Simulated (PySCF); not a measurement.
Cl2H2O2Si, SMILES O[Si](O)(Cl)Cl. Geometry: PBE0-D3(BJ)/def2-SVP. The values are those of a single conformer.

All values below come from PBE0-D3(BJ)/def2-SVP in PySCF.

Harmonic wavenumbers (cm⁻¹): 133, 172, 182, 256, 278, 299, 330, 517, 615, 780, 837, 904, 997, 3922, 3925. Rotational constants (GHz): 2.965, 1.887, 1.649; symmetry number 2.

Question: Work out the zero-point energy and the ideal-gas rigid-rotor harmonic-oscillator thermochemistry at 298.15 K and 1 atm.

Answer: ZPE = ½ Σ hcν = ½ × 14148 cm⁻¹ = 20.23 kcal/mol. H − E(el) = 25.23 kcal/mol. Entropy in cal/(mol K): translation 40.57, rotation 26.57, vibration 15.20, total 82.34. G − E(el) = 0.69 kcal/mol. Cp = 24.73 cal/(mol K). Modes under 150 cm⁻¹ make the vibrational entropy uncertain.
